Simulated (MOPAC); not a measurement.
MOPAC input (PM6):

```
PM6 PRECISE GNORM=0.05 LET XYZ UHF MS=0.5 GEO-OK AUX(PRECISION=9) THREADS=1
HSn

Sn   -0.00000000 1   -0.00000000 1   -0.03502570 1
H     0.00000000 1    0.00000000 1    1.75128499 1
```

Output:

```
 *******************************************************************************
 **                                                                           **
 **                              MOPAC v23.2.5                                **
 **                                                                           **
 *******************************************************************************
 ** MOPAC's Digital Object Identifier: https://doi.org/10.5281/zenodo.6511958 **
 **                                                                           **
 ** Please cite the open-source release paper for use of this MOPAC version:  **
 ** J. E. Moussa and J. J. P. Stewart (2026)                                  **
 ** MOPAC: An open-source semiempirical molecular orbital program             **
 ** J. Open Source Softw., 11(119), 8025, https://doi.org/10.21105/joss.08025 **
 *******************************************************************************

                              PM6 CALCULATION RESULTS

 *******************************************************************************
 *  PM6        - The PM6 Hamiltonian to be used
 *  GEO-OK     - OVERRIDE INTERATOMIC DISTANCE AND OTHER SAFETY CHECKS
 *  UHF        - UNRESTRICTED HARTREE-FOCK CALCULATION
 *  MS=        - IN MECI, MAGNETIC COMPONENT OF SPIN =  0.5
 *  LET        - OVERRIDE SOME SAFETY CHECKS
 *  PRECISE    - TIGHTER CRITERIA TO BE USED
 *  XYZ        - CARTESIAN COORDINATE SYSTEM TO BE USED
 *  GNORM      - EXIT WHEN GRADIENT NORM DROPS BELOW 0.050
 *  AUX        - OUTPUT AUXILIARY INFORMATION
 *******************************************************************************
PM6 PRECISE GNORM=0.05 LET XYZ UHF MS=0.5 GEO-OK AUX(PRECISION=9) THREADS=1
 HSn

   ATOM   CHEMICAL          X               Y               Z
  NUMBER   SYMBOL      (ANGSTROMS)     (ANGSTROMS)     (ANGSTROMS)

     1      Sn         -0.00000000  *  -0.00000000  *  -0.03502570  *
     2       H          0.00000000  *   0.00000000  *   1.75128499  *

          CARTESIAN COORDINATES

    NO.       ATOM           X           Y           Z

     1        Sn         -0.0000     -0.0000     -0.0350
     2         H          0.0000      0.0000      1.7513

 General Reference for PM6:
 "Optimization of Parameters for Semiempirical Methods V: Modification of NDDO Approximations
 and Application to 70 Elements", J. J. P. Stewart, J. Mol. Mod., 13, 1173-1213 (2007)
 URL: https://link.springer.com/article/10.1007/s00894-007-0233-4

           Empirical Formula: H Sn  =     2 atoms

      MOLECULAR POINT GROUP   :   C*v

          UHF CALCULATION, NO. OF ALPHA ELECTRONS =    3
                           NO. OF BETA  ELECTRONS =    2

          Geometry optimization using EF

          DIAGONAL MATRIX USED AS START HESSIAN

 CYCLE:     1  GRAD.:    38.914 HEAT:  69.09999
 CYCLE:     2  GRAD.:   241.795 HEAT:  82.51162
 CYCLE:     3  GRAD.:    19.522 HEAT:  68.30379
 CYCLE:     4  GRAD.:     9.192 HEAT:  68.12310
 CYCLE:     5  GRAD.:     0.815 HEAT:  68.07572
 CYCLE:     6  GRAD.:     0.028 HEAT:  68.07535

     GRADIENT =  0.02757 IS LESS THAN CUTOFF =  0.05000

 -------------------------------------------------------------------------------
 PM6 PRECISE GNORM=0.05 LET XYZ UHF MS=0.5 GEO-OK AUX(PRECISION=9) THREADS=1
 HSn

     GEOMETRY OPTIMISED USING EIGENVECTOR FOLLOWING (EF).
     SCF FIELD WAS ACHIEVED

                              PM6 CALCULATION
                                                       MOPAC v23.2.5 Linux

          FINAL HEAT OF FORMATION =         68.07535 KCAL/MOL =     284.82728 KJ/MOL

          COSMO AREA              =         82.12 SQUARE ANGSTROMS
          COSMO VOLUME            =         69.55 CUBIC ANGSTROMS

          GRADIENT NORM           =          0.02757          =       0.01950 PER ATOM
          IONIZATION POTENTIAL    =          6.889653 EV
          ALPHA SOMO LUMO (EV)    =         -6.890 -1.399
          BETA  SOMO LUMO (EV)    =         -8.877 -1.018
          NO. OF ALPHA ELECTRONS  =          3
          NO. OF BETA  ELECTRONS  =          2
          MOLECULAR WEIGHT        =        119.6979         POINT GROUP:  C*v

          MOLECULAR DIMENSIONS (Angstroms)

            Atom       Atom       Distance
            H     2   Sn     1     1.71599
            H     2   Sn     1     0.00000
           Sn     1    H     2     0.00000

          SCF CALCULATIONS        =          7

   ATOM   CHEMICAL          X               Y               Z
  NUMBER   SYMBOL      (ANGSTROMS)     (ANGSTROMS)     (ANGSTROMS)

     1      Sn          0.00000000  *   0.00000000  *   0.00013584  *
     2       H          0.00000000  *  -0.00000000  *   1.71612345  *

                             CARTESIAN COORDINATES

   1   Sn        0.000000000     0.000000000     0.000135843
   2    H        0.000000000    -0.000000000     1.716123447

           Empirical Formula: H Sn  =     2 atoms

      MOLECULAR POINT GROUP   :   C*v

          ALPHA EIGENVALUES
 -14.84395  -9.14995  -6.88965  -1.39935   3.24948

           BETA EIGENVALUES
 -14.56860  -8.87732  -1.01832  -0.28861   3.27106

              NET ATOMIC CHARGES AND DIPOLE CONTRIBUTIONS

  ATOM NO.   TYPE          CHARGE      No. of ELECS.   s-Pop       p-Pop
    1         Sn           0.045745        3.9543     1.90184     2.05242
    2          H          -0.045745        1.0457     1.04575
 DIPOLE           X         Y         Z       TOTAL
 POINT-CHG.     0.000     0.000    -0.377     0.377
 HYBRID        -0.000    -0.000     2.151     2.151
 SUM           -0.000    -0.000     1.774     1.774

          ATOMIC ORBITAL ELECTRON POPULATIONS

     Atom    s        px        py        pz
    1 Sn   1.90184   1.00000   0.00000   1.05242
    2  H   1.04575

                    (SZ)    =    0.500000
                    (S**2)  =    0.752093

          ATOMIC ORBITAL SPIN POPULATIONS

    Atom   Total    s     px     py     pz
         Atomic
    1 Sn  1.0445 -0.000  1.000  0.000  0.045
    2  H -0.0445 -0.044

 **********************
 *                    *
 * JOB ENDED NORMALLY *
 *                    *
 **********************

 == MOPAC DONE ==
```
